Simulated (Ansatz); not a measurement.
Consider the formal exchange of groups at the Al–C bond: `C[CH2][AlH][AlH2]` + `C[SiH3]` → `C[SiH2][AlH][AlH2]` + `CC`.

Isolated molecules relaxed with PBE0-D4/def2-TZVP in Ansatz; ΔE leaves out vibrations. CBS: MP2 limit from def2 TZ/QZ plus the TZ coupled-cluster correction, frozen cores. This one scheme is used for every species. Functionals use def2-TZVPP. HSE06 is defined as in plane-wave codes. One conformer a species, not always the lowest.

`C[CH2][AlH][AlH2]`:

Cartesian coordinates in Å:
```
C 1.540 0.153 -0.695
C 0.379 1.144 -0.702
Al -1.264 0.590 0.231
Al -1.460 -1.716 1.411
H 1.867 -0.079 0.324
H 2.416 0.530 -1.232
H 1.263 -0.797 -1.163
H 0.690 2.104 -0.267
H 0.094 1.395 -1.734
H -2.480 1.630 0.229
H -1.992 -3.021 0.658
H -1.053 -1.932 2.941
```

`C[SiH3]`:

Cartesian coordinates in Å:
```
C 0.788 -0.526 -0.276
Si -0.706 0.471 0.247
H 1.699 -0.124 0.172
H 0.907 -0.507 -1.361
H 0.688 -1.568 0.036
H -0.864 0.445 1.726
H -1.946 -0.081 -0.363
H -0.567 1.889 -0.182
```

`C[SiH2][AlH][AlH2]`:

Cartesian coordinates in Å:
```
C 1.301 -0.429 -1.475
Si -0.054 -1.432 -0.630
Al -1.271 -0.209 1.133
Al -0.731 2.237 1.785
H 0.886 0.463 -1.950
H 1.803 -1.019 -2.244
H 2.053 -0.106 -0.751
H 0.551 -2.669 -0.046
H -1.026 -1.902 -1.667
H -2.438 -1.007 1.879
H 0.347 2.595 2.908
H -1.421 3.478 1.057
```

`CC`:

```xyz
8

C     0.734   -0.109   -0.160
C    -0.734    0.109    0.160
H     1.231    0.831   -0.412
H     1.267   -0.545    0.688
H     0.861   -0.785   -1.009
H    -1.231   -0.831    0.412
H    -1.267    0.545   -0.688
H    -0.861    0.784    1.009
```

```csv
level,ΔE (kcal/mol),difference from CCSD(T)/CBS
PBE-D4,-7.1,-2.8
revPBE-D4,-6.7,-2.4
r2SCAN-D4,-5.4,-1.1
PBE0-D4,-6.7,-2.4
HSE06-D4,-6.8,-2.5
BHLYP-D4,-4.2,0.1
ωB97X-V,-4.3,0.0
ωB97M-V,-2.8,1.5
PBE,-7.2,-2.9
revPBE,-7.6,-3.3
BLYP,-5.0,-0.7
r2SCAN,-5.4,-1.1
LC-ωPBE,-4.9,-0.6
CCSD/def2-SVP,-4.8,-0.5
CCSD(T)/def2-SVP,-4.9,-0.6
CCSD/CBS(def2),-4.2,0.1
CCSD(T)/CBS,-4.3,0
```

Largest T1 diagnostic among the species: 0.012.

Leaving LDA and LC-ωPBE aside and taking each functional with its dispersion term where it has one, the values spread over 4.4 kcal/mol, from PBE-D4 to ωB97M-V. LDA lies +1.1 kcal/mol from PBE without D4. From BLYP to BHLYP (50 % exact exchange), in def2-TZVPP and without D4, ΔE moves by +1.0 kcal/mol.
